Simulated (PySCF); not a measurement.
**Charge on either side of a bond**

Compound: H9N4Si2 (charge -1).
Atom-mapped SMILES: `[NH2:1][Si:2]([NH2:3])([NH2:4])[N-:5][SiH3:6]` (hydrogens: H7, H8 on N1; H9, H10 on N3; H11, H12 on N4; H13, H14, H15 on Si6)

Structure used (GFN2-xTB), in Å, numbered top down from 1:
```
atom  x, y, z in Å
N1    -0.0031    0.9416   -1.7828
Si2   -0.5558    0.3739   -0.1964
N3    -1.6662   -0.9261   -0.6668
N4    -1.6564    1.6622    0.3045
N5     0.5921    0.0454    0.9893
Si6    1.8868   -0.9887    1.1289
H7     0.8949    0.5380   -2.0100
H8     0.1109    1.9445   -1.7942
H9    -1.7639   -1.5953    0.0836
H10   -1.3177   -1.4311   -1.4686
H11   -2.4827    1.2827    0.7420
H12   -1.2131    2.2663    0.9810
H13    1.6304   -2.4704    1.0455
H14    2.5120   -0.7912    2.4665
H15    3.0274   -0.8437    0.1553
```

Atomic charges (e) from the PBE0/pcSseg-1 density (PySCF):

```csv
atom,Mulliken,IAO,Hirshfeld,ESP-fitted
N1,-0.6468,-0.8732,-0.3634,-1.1067
Si2,+0.9834,+1.3151,+0.3883,+1.5073
N3,-0.6446,-0.8726,-0.3626,-1.1030
N4,-0.6414,-0.8725,-0.3650,-1.1170
N5,-0.8771,-1.1215,-0.5282,-1.1718
Si6,+0.5779,+0.7003,+0.1831,+0.7508
H7,+0.1541,+0.2278,+0.0801,+0.3242
H8,+0.1529,+0.2352,+0.0834,+0.3437
H9,+0.1526,+0.2296,+0.0808,+0.3199
H10,+0.1527,+0.2341,+0.0830,+0.3474
H11,+0.1512,+0.2334,+0.0826,+0.3488
H12,+0.1522,+0.2327,+0.0806,+0.3317
H13,-0.2283,-0.2309,-0.1504,-0.2752
H14,-0.2083,-0.2050,-0.1419,-0.2254
H15,-0.2307,-0.2327,-0.1505,-0.2748
```

Question: Cut each of the bonds N1–Si2, N5–Si2 and Si6–N5 in turn and sum the charges on the side of the atom named first.

Answer: In e; the other side holds the total charge, -1, less this:

| bond cut | piece | atoms | Mulliken | IAO | Hirshfeld | ESP-fitted |
| --- | --- | --- | --- | --- | --- | --- |
| N1–Si2 | NH2 | 3 | -0.340 | -0.410 | -0.200 | -0.439 |
| N5–Si2 | SiNH3 | 5 | -0.967 | -1.090 | -0.788 | -1.196 |
| Si6–N5 | SiH3 | 4 | -0.089 | +0.032 | -0.260 | -0.025 |

Extremes among these pieces. Mulliken: lowest SiNH3 at N5, highest SiH3 at Si6; IAO: lowest SiNH3 at N5, highest SiH3 at Si6; Hirshfeld: lowest SiNH3 at N5, highest NH2 at N1; ESP-fitted: lowest SiNH3 at N5, highest SiH3 at Si6.

Question: Do the schemes agree better on the pieces than on the single atoms at the cuts?

Answer: The spread between schemes averages 0.313 e for the pieces and 0.652 e for the atoms named first; it is smaller for the piece at 3 of the 3 cuts. On average they agree better on the pieces. The sign differs between schemes (beyond ±0.03 e) for SiH3 at Si6.

Geometry: GFN2-xTB, one conformer, isolated ion. The pcSseg-1 basis has no diffuse functions, a weakness for an anion.

The run behind these numbers computed NMR shieldings as well. Time: 25 s; peak memory 0.75 GiB. Hardware: Intel Xeon, one thread, shared host.
